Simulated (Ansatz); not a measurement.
InCl2(NH2) (InNCl₂H₂). The state is a triplet with charge 0. Geometry PBE0-D4/def2-SVP, that of the neutral singlet; atoms count from 1.

```
atom   x (Å)   y (Å)   z (Å)
 In1  -0.094  -0.708  -0.229
 Cl2  -1.663  -2.125   0.762
 Cl3   1.135  -1.600  -2.002
  N4   0.323   1.106   0.536
  H5   0.735   1.773  -0.112
  H6  -0.436   1.554   1.045
```

In the def2 sets In takes a core potential; there is no spin–orbit coupling. At PBE0-D4/def2-TZVP a singlet of charge 0 lies 4.06 eV below the triplet at the same geometry.

Q: Estimate the Mulliken populations from the PBE0/def2-TZVP orbitals of Ansatz.

A: 
```
atom  charge (e)  spin (α − β)
 In1        0.47          0.71
 Cl2       -0.37          0.17
 Cl3       -0.37          0.17
  N4       -0.22          0.88
  H5        0.24          0.03
  H6        0.24          0.03
```
Mulliken values depend strongly on the basis.

Q: Where does the spin sit?

A: Summed by element: In 0.71, Cl 0.35, N 0.88, H 0.06, of 2 unpaired in all. Largest on single atoms: N4 0.88, In1 0.71, Cl2 0.17.

Q: And the Mayer bond orders between heavy atoms (over 0.3)?

A: In1–Cl2 0.90 (2.33 Å); In1–Cl3 0.90 (2.33 Å).
